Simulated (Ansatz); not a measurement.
A short molecular-dynamics run on CH$_{6}$BClGe, SMILES `C[B](Cl)[GeH3]`.

```yaml
crystal:
  periodic: [false, false, false]
  atoms:
    - {symbol: C, position_ang: [-0.191482, 1.069267, -1.179623]}
    - {symbol: B, position_ang: [0.523429, -0.102147, -0.455824]}
    - {symbol: Cl, position_ang: [1.979452, -0.797991, -1.145970]}
    - {symbol: Ge, position_ang: [-0.135616, -0.916867, 1.333891]}
    - {symbol: H, position_ang: [-1.267572, 0.878463, -1.256971]}
    - {symbol: H, position_ang: [0.209572, 1.308496, -2.165556]}
    - {symbol: H, position_ang: [-0.110847, 1.962104, -0.544279]}
    - {symbol: H, position_ang: [-0.602625, -2.367095, 1.108073]}
    - {symbol: H, position_ang: [-1.317548, -0.131389, 1.933778]}
    - {symbol: H, position_ang: [0.996436, -0.953940, 2.375381]}
basis:
  gaussian: {orbitals: "6-31G*"}
hamiltonian: {xc: {name: r2SCAN}, dispersion: d4}
md: {timestep: 0.5 fs, n_steps: 20, ensemble: nvt_nose_hoover, temperature: 1500, initial_velocities: maxwell_boltzmann, seed: 90}
```

```sh
$ ansatz run in.yaml --threads 4 --pin off --events-out ev --progress --plain --max-ram 10444MiB
```

```tsv
step	time (fs)	potential energy (eV)	kinetic (eV)	T (K)	conserved (eV)
0	0.0	-70842.3350	1.5511	1500	-70840.7839
1	0.5	-70842.3015	1.5181	1468	-70840.7834
2	1.0	-70842.2123	1.4302	1383	-70840.7821
3	1.5	-70842.0876	1.3072	1264	-70840.7804
4	2.0	-70841.9536	1.1747	1136	-70840.7789
5	2.5	-70841.8333	1.0552	1020	-70840.7782
6	3.0	-70841.7392	0.9612	929	-70840.7781
7	3.5	-70841.6720	0.8935	864	-70840.7786
8	4.0	-70841.6249	0.8460	818	-70840.7791
9	4.5	-70841.5896	0.8105	784	-70840.7795
10	5.0	-70841.5594	0.7801	754	-70840.7797
11	5.5	-70841.5295	0.7501	725	-70840.7800
12	6.0	-70841.4961	0.7167	693	-70840.7801
13	6.5	-70841.4570	0.6776	655	-70840.7802
14	7.0	-70841.4123	0.6334	613	-70840.7799
15	7.5	-70841.3676	0.5895	570	-70840.7792
16	8.0	-70841.3341	0.5571	539	-70840.7783
17	8.5	-70841.3258	0.5496	531	-70840.7778
18	9.0	-70841.3513	0.5749	556	-70840.7781
19	9.5	-70841.4058	0.6284	608	-70840.7793
20	10.0	-70841.4705	0.6917	669	-70840.7810
```

Velocities are drawn at the set temperature; a run this short doesn't reach equilibrium.

Frames (Å, forces in eV/Å):

```xyz
10
time=0.0 fs
C    -0.191    1.069   -1.180   -0.007   -0.002    0.018
B     0.523   -0.102   -0.456   -0.176   -0.042    0.230
Cl    1.979   -0.798   -1.146    0.279   -0.139   -0.123
Ge   -0.136   -0.917    1.334    0.020    0.080   -0.100
H    -1.268    0.878   -1.257   -0.133   -0.008   -0.018
H     0.210    1.308   -2.166    0.036    0.057   -0.142
H    -0.111    1.962   -0.544    0.000    0.112    0.058
H    -0.603   -2.367    1.108   -0.006   -0.037    0.016
H    -1.318   -0.131    1.934   -0.028   -0.001    0.029
H     0.996   -0.954    2.375    0.014   -0.021    0.031
10
time=0.5 fs
C    -0.186    1.063   -1.180   -0.912    0.186    0.772
B     0.530   -0.100   -0.455   -0.390   -0.211    0.364
Cl    1.977   -0.796   -1.147    0.416   -0.177   -0.171
Ge   -0.136   -0.917    1.335    0.153    0.114    0.073
H    -1.287    0.900   -1.276    0.519   -0.009    0.143
H     0.213    1.278   -2.149    0.350    0.353   -0.784
H    -0.099    1.957   -0.522   -0.009   -0.198   -0.307
H    -0.613   -2.369    1.111    0.058    0.012    0.029
H    -1.344   -0.133    1.905    0.118   -0.048    0.043
H     1.021   -0.942    2.382   -0.303   -0.023   -0.162
10
time=1.0 fs
C    -0.182    1.056   -1.180   -1.733    0.382    1.482
B     0.536   -0.098   -0.454   -0.597   -0.373    0.501
Cl    1.975   -0.794   -1.149    0.552   -0.217   -0.220
Ge   -0.136   -0.917    1.335    0.251    0.154    0.215
H    -1.304    0.922   -1.295    1.084   -0.043    0.303
H     0.216    1.248   -2.135    0.661    0.619   -1.415
H    -0.087    1.952   -0.501   -0.019   -0.456   -0.641
H    -0.624   -2.370    1.114    0.120    0.057    0.042
H    -1.370   -0.134    1.875    0.266   -0.094    0.058
H     1.046   -0.931    2.389   -0.585   -0.030   -0.325
10
time=1.5 fs
C    -0.177    1.049   -1.180   -2.403    0.588    2.035
B     0.542   -0.096   -0.452   -0.795   -0.527    0.639
Cl    1.972   -0.791   -1.151    0.689   -0.259   -0.269
Ge   -0.137   -0.918    1.336    0.315    0.197    0.322
H    -1.320    0.944   -1.313    1.538   -0.104    0.454
H     0.222    1.220   -2.124    0.922    0.833   -1.927
H    -0.075    1.946   -0.481   -0.026   -0.648   -0.929
H    -0.634   -2.372    1.116    0.180    0.099    0.053
H    -1.396   -0.136    1.846    0.410   -0.138    0.077
H     1.069   -0.920    2.395   -0.830   -0.041   -0.455
10
time=2.0 fs
C    -0.173    1.043   -1.179   -2.868    0.805    2.320
B     0.548   -0.094   -0.451   -0.982   -0.673    0.772
Cl    1.970   -0.789   -1.152    0.823   -0.303   -0.318
Ge   -0.137   -0.918    1.336    0.350    0.242    0.396
H    -1.331    0.965   -1.330    1.874   -0.185    0.588
H     0.229    1.193   -2.117    1.085    0.979   -2.211
H    -0.063    1.938   -0.464   -0.029   -0.769   -1.158
H    -0.643   -2.373    1.119    0.236    0.135    0.063
H    -1.421   -0.138    1.818    0.546   -0.176    0.100
H     1.090   -0.908    2.400   -1.035   -0.055   -0.553
10
time=2.5 fs
C    -0.170    1.036   -1.178   -3.099    1.026    2.267
B     0.554   -0.092   -0.449   -1.157   -0.809    0.895
Cl    1.968   -0.787   -1.154    0.955   -0.349   -0.363
Ge   -0.137   -0.918    1.337    0.362    0.286    0.440
H    -1.338    0.987   -1.346    2.095   -0.277    0.704
H     0.239    1.169   -2.116    1.116    1.057   -2.196
H    -0.051    1.929   -0.449   -0.027   -0.820   -1.325
H    -0.653   -2.373    1.123    0.288    0.164    0.072
H    -1.444   -0.140    1.789    0.671   -0.207    0.127
H     1.108   -0.897    2.403   -1.202   -0.070   -0.621
10
time=3.0 fs
C    -0.167    1.030   -1.176   -3.099    1.229    1.883
B     0.560   -0.091   -0.447   -1.319   -0.935    1.004
Cl    1.966   -0.785   -1.155    1.083   -0.396   -0.406
Ge   -0.138   -0.918    1.338    0.356    0.329    0.458
H    -1.340    1.007   -1.360    2.209   -0.373    0.798
H     0.252    1.148   -2.120    1.009    1.081   -1.883
H    -0.039    1.917   -0.437   -0.020   -0.803   -1.427
H    -0.661   -2.374    1.126    0.335    0.185    0.078
H    -1.466   -0.143    1.761    0.781   -0.230    0.159
H     1.124   -0.886    2.405   -1.334   -0.087   -0.663
10
time=3.5 fs
C    -0.165    1.024   -1.174   -2.896    1.393    1.243
B     0.565   -0.089   -0.445   -1.469   -1.047    1.093
Cl    1.963   -0.783   -1.157    1.207   -0.444   -0.444
Ge   -0.138   -0.918    1.338    0.337    0.369    0.452
H    -1.337    1.026   -1.372    2.220   -0.468    0.868
H     0.268    1.129   -2.129    0.790    1.069   -1.347
H    -0.028    1.904   -0.429   -0.006   -0.722   -1.462
H    -0.669   -2.374    1.129    0.377    0.198    0.083
H    -1.486   -0.146    1.733    0.875   -0.245    0.195
H     1.136   -0.875    2.405   -1.434   -0.103   -0.681
10
time=4.0 fs
C    -0.163    1.019   -1.172   -2.537    1.495    0.464
B     0.570   -0.088   -0.443   -1.607   -1.146    1.160
Cl    1.961   -0.781   -1.159    1.325   -0.492   -0.478
Ge   -0.138   -0.919    1.339    0.308    0.407    0.427
H    -1.328    1.045   -1.382    2.128   -0.557    0.912
H     0.285    1.112   -2.140    0.504    1.041   -0.695
H    -0.016    1.889   -0.424    0.016   -0.581   -1.432
H    -0.676   -2.373    1.133    0.413    0.201    0.084
H    -1.503   -0.150    1.706    0.953   -0.250    0.235
H     1.145   -0.865    2.404   -1.503   -0.118   -0.677
10
time=4.5 fs
C    -0.162    1.014   -1.170   -2.060    1.521   -0.342
B     0.575   -0.088   -0.441   -1.733   -1.230    1.201
Cl    1.960   -0.779   -1.160    1.436   -0.540   -0.507
Ge   -0.139   -0.919    1.340    0.273    0.442    0.385
H    -1.315    1.062   -1.390    1.928   -0.634    0.926
H     0.303    1.098   -2.154    0.197    1.007   -0.033
H    -0.004    1.872   -0.423    0.048   -0.382   -1.338
H    -0.681   -2.372    1.137    0.444    0.195    0.084
H    -1.519   -0.155    1.679    1.011   -0.247    0.278
H     1.150   -0.855    2.401   -1.544   -0.132   -0.653
10
time=5.0 fs
C    -0.161    1.009   -1.168   -1.491    1.464   -1.093
B     0.579   -0.087   -0.438   -1.849   -1.298    1.217
Cl    1.958   -0.777   -1.162    1.539   -0.587   -0.530
Ge   -0.139   -0.919    1.340    0.232    0.474    0.327
H    -1.296    1.077   -1.395    1.608   -0.695    0.906
H     0.322    1.087   -2.167   -0.096    0.972    0.562
H     0.008    1.854   -0.425    0.092   -0.131   -1.183
H    -0.686   -2.371    1.141    0.469    0.179    0.081
H    -1.532   -0.160    1.653    1.051   -0.234    0.323
H     1.152   -0.845    2.397   -1.556   -0.144   -0.610
10
time=5.5 fs
C    -0.161    1.004   -1.166   -0.837    1.326   -1.737
B     0.583   -0.087   -0.435   -1.954   -1.351    1.209
Cl    1.956   -0.775   -1.164    1.634   -0.631   -0.548
Ge   -0.139   -0.919    1.341    0.187    0.502    0.255
H    -1.274    1.091   -1.399    1.157   -0.732    0.847
H     0.340    1.078   -2.180   -0.354    0.935    1.050
H     0.020    1.837   -0.430    0.148    0.163   -0.973
H    -0.690   -2.369    1.145    0.489    0.155    0.076
H    -1.542   -0.166    1.627    1.072   -0.213    0.370
H     1.150   -0.835    2.391   -1.541   -0.154   -0.548
10
time=6.0 fs
C    -0.161    0.999   -1.164   -0.097    1.113   -2.249
B     0.586   -0.087   -0.431   -2.050   -1.389    1.180
Cl    1.954   -0.773   -1.165    1.720   -0.671   -0.562
Ge   -0.140   -0.919    1.342    0.135    0.524    0.168
H    -1.249    1.104   -1.400    0.567   -0.739    0.746
H     0.358    1.071   -2.189   -0.568    0.896    1.419
H     0.032    1.819   -0.437    0.216    0.488   -0.721
H    -0.692   -2.367    1.150    0.502    0.121    0.069
H    -1.550   -0.172    1.603    1.073   -0.184    0.417
H     1.144   -0.826    2.384   -1.498   -0.160   -0.467
10
time=6.5 fs
C    -0.160    0.995   -1.163    0.726    0.845   -2.617
B     0.589   -0.087   -0.428   -2.134   -1.413    1.132
Cl    1.953   -0.771   -1.167    1.795   -0.707   -0.570
Ge   -0.140   -0.919    1.343    0.075    0.541    0.066
H    -1.223    1.114   -1.400   -0.156   -0.709    0.604
H     0.375    1.066   -2.196   -0.737    0.853    1.670
H     0.045    1.803   -0.445    0.292    0.821   -0.443
H    -0.693   -2.364    1.155    0.510    0.079    0.060
H    -1.556   -0.179    1.579    1.054   -0.147    0.464
H     1.135   -0.817    2.375   -1.424   -0.162   -0.364
10
time=7.0 fs
C    -0.160    0.991   -1.162    1.603    0.550   -2.836
B     0.591   -0.088   -0.424   -2.205   -1.427    1.070
Cl    1.951   -0.769   -1.169    1.859   -0.738   -0.574
Ge   -0.140   -0.919    1.343    0.005    0.550   -0.054
H    -1.197    1.123   -1.398   -0.978   -0.640    0.430
H     0.389    1.063   -2.198   -0.862    0.803    1.811
H     0.059    1.789   -0.455    0.368    1.133   -0.167
H    -0.693   -2.362    1.159    0.513    0.030    0.049
H    -1.559   -0.186    1.557    1.014   -0.102    0.510
H     1.122   -0.808    2.366   -1.317   -0.159   -0.240
10
time=7.5 fs
C    -0.159    0.987   -1.162    2.470    0.271   -2.906
B     0.593   -0.089   -0.420   -2.260   -1.430    0.998
Cl    1.950   -0.767   -1.171    1.912   -0.764   -0.573
Ge   -0.140   -0.919    1.344   -0.078    0.549   -0.192
H    -1.174    1.130   -1.395   -1.820   -0.538    0.244
H     0.402    1.062   -2.196   -0.945    0.748    1.851
H     0.073    1.777   -0.466    0.432    1.391    0.077
H    -0.692   -2.359    1.164    0.510   -0.025    0.037
H    -1.559   -0.194    1.535    0.955   -0.050    0.554
H     1.106   -0.800    2.356   -1.176   -0.151   -0.090
10
time=8.0 fs
C    -0.158    0.983   -1.163    3.215    0.059   -2.839
B     0.595   -0.090   -0.415   -2.296   -1.426    0.918
Cl    1.949   -0.765   -1.173    1.953   -0.784   -0.568
Ge   -0.141   -0.919    1.345   -0.177    0.537   -0.350
H    -1.155    1.136   -1.391   -2.561   -0.421    0.080
H     0.412    1.063   -2.189   -0.985    0.686    1.793
H     0.089    1.769   -0.476    0.472    1.562    0.261
H    -0.690   -2.356    1.169    0.503   -0.085    0.024
H    -1.557   -0.201    1.516    0.874    0.008    0.596
H     1.087   -0.793    2.346   -0.997   -0.136    0.085
10
time=8.5 fs
C    -0.156    0.980   -1.164    3.701   -0.031   -2.649
B     0.595   -0.091   -0.411   -2.310   -1.415    0.833
Cl    1.948   -0.764   -1.175    1.983   -0.799   -0.559
Ge   -0.141   -0.919    1.346   -0.293    0.510   -0.531
H    -1.141    1.140   -1.388   -3.057   -0.316   -0.028
H     0.420    1.066   -2.179   -0.978    0.620    1.636
H     0.106    1.764   -0.485    0.471    1.620    0.364
H    -0.686   -2.354    1.174    0.491   -0.148    0.011
H    -1.553   -0.208    1.497    0.772    0.073    0.634
H     1.066   -0.785    2.337   -0.781   -0.114    0.288
10
time=9.0 fs
C    -0.154    0.976   -1.165    3.814    0.036   -2.352
B     0.596   -0.093   -0.406   -2.298   -1.399    0.744
Cl    1.947   -0.762   -1.177    2.001   -0.809   -0.544
Ge   -0.141   -0.919    1.346   -0.427    0.467   -0.732
H    -1.136    1.144   -1.384   -3.191   -0.252   -0.053
H     0.426    1.070   -2.164   -0.918    0.551    1.375
H     0.123    1.764   -0.494    0.423    1.556    0.380
H    -0.681   -2.351    1.179    0.476   -0.212   -0.002
H    -1.548   -0.216    1.480    0.650    0.143    0.669
H     1.043   -0.778    2.327   -0.530   -0.083    0.516
10
time=9.5 fs
C    -0.151    0.972   -1.167    3.511    0.263   -1.952
B     0.596   -0.096   -0.401   -2.260   -1.376    0.650
Cl    1.947   -0.760   -1.179    2.007   -0.814   -0.525
Ge   -0.142   -0.919    1.347   -0.573    0.407   -0.950
H    -1.138    1.148   -1.381   -2.927   -0.244    0.008
H     0.429    1.076   -2.146   -0.798    0.485    1.000
H     0.142    1.767   -0.501    0.323    1.381    0.319
H    -0.675   -2.350    1.185    0.458   -0.273   -0.015
H    -1.540   -0.223    1.465    0.509    0.218    0.699
H     1.019   -0.771    2.320   -0.249   -0.045    0.766
10
time=10.0 fs
C    -0.147    0.968   -1.170    2.839    0.615   -1.441
B     0.595   -0.098   -0.396   -2.195   -1.347    0.550
Cl    1.946   -0.759   -1.181    2.002   -0.816   -0.501
Ge   -0.142   -0.919    1.348   -0.725    0.328   -1.177
H    -1.146    1.151   -1.377   -2.329   -0.291    0.131
H     0.431    1.082   -2.126   -0.610    0.427    0.508
H     0.162    1.773   -0.508    0.181    1.117    0.203
H    -0.668   -2.349    1.190    0.438   -0.331   -0.026
H    -1.532   -0.229    1.451    0.350    0.295    0.723
H     0.994   -0.764    2.314    0.050    0.002    1.030
```

It took 46 s on 4 threads of an Arm Neoverse V1 on a shared host, with 0.43 GiB of host memory at the peak.
